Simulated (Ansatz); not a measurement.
Job for Ansatz (a first-principles code): R-r2SCAN/def2-TZVPPD on CH8GeS (a complex). Files ending in .json are basis or fitting sets from the Basis Set Exchange.

Ansatz 0.2 input:
```yaml
crystal:
  periodic: [false, false, false]
  atoms:
    - {symbol: Ge, position_ang: [-0.00003256, 0.13432416, 0.16204605]}
    - {symbol: H, position_ang: [-1.52394075, 0.28526054, 0.22581372]}
    - {symbol: H, position_ang: [0.41839493, -1.23619423, 0.71575661]}
    - {symbol: H, position_ang: [0.68099087, 1.24488269, 0.97313318]}
    - {symbol: H, position_ang: [0.45958978, 0.23235918, -1.30488836]}
    - {symbol: C, position_ang: [1.05853037, -0.29819707, 3.99155295]}
    - {symbol: S, position_ang: [-0.75247215, -0.22581852, 3.80855658]}
    - {symbol: H, position_ang: [1.52854945, -0.69742284, 3.09514178]}
    - {symbol: H, position_ang: [1.38948432, 0.72918263, 4.13301644]}
    - {symbol: H, position_ang: [1.34382132, -0.88383347, 4.86276300]}
    - {symbol: H, position_ang: [-0.95362361, -1.54036880, 3.62257219]}
basis:
  gaussian:
    orbitals: def2-TZVPPD.json
hamiltonian:
  xc: {name: r2SCAN}
scf: {lower_state_search: off}
```

Predict the final total energy.

-2518.0505 hartree.

How many basis functions does it have, and what does it roughly cost on one machine?

278 functions; about 10 core-seconds (a rough figure).
